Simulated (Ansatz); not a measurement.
Compare A (`O[SiH](F)CCl`) with its isomer B (`C[Si](O)(F)Cl`).

Gas-phase electronic energies from Ansatz, PBE0-D4/def2-TZVP geometries. CCSD(T)/CBS adds triple-zeta CCSD(T) − MP2 to the extrapolated MP2 energy (def2 sets, frozen cores). Functionals use def2-TZVPP. B3LYP here is the variant with VWN-RPA as its local correlation; programs differ in this. Each species was taken in one conformer, which may not be the lowest.

Q: Which isomer does CCSD(T)/CBS put lower? Give the gap. (An estimate is asked.)

A: Ansatz gave: B, by 192.3 kJ/mol.

Q: Give E(B) − E(A) in kJ/mol with B2PLYP, B3LYP, LDA (SPW92), ωB97M-V, PBE0-D4, MP2/def2-TZVPP, CCSD(T)/def2-TZVPP. (Best estimate.)

A: Ansatz gave: B2PLYP -192.5, B3LYP -189.4, LDA (SPW92) -190.2, ωB97M-V -194.8, PBE0-D4 -193.6, MP2/def2-TZVPP -197.7, CCSD(T)/def2-TZVPP -191.2. None reverses the order clearly.

Q: Does the order hold for the free energy at 298.15 K (harmonic terms from PBE0-D4)? (An estimate is asked.)

A: The calculation gave: Yes: G(B) − G(A) = -188.4 kJ/mol, for one conformer each.

Largest T1 diagnostic: 0.011.

From PBE to PBE0 (25 % exact exchange), in def2-TZVPP and without D4, E(B) − E(A) moves by −5.7 kJ/mol. At CCSD(T), def2-SVP lies +4.1 kJ/mol from the extrapolated value and def2-TZVPP +1.0 kJ/mol.
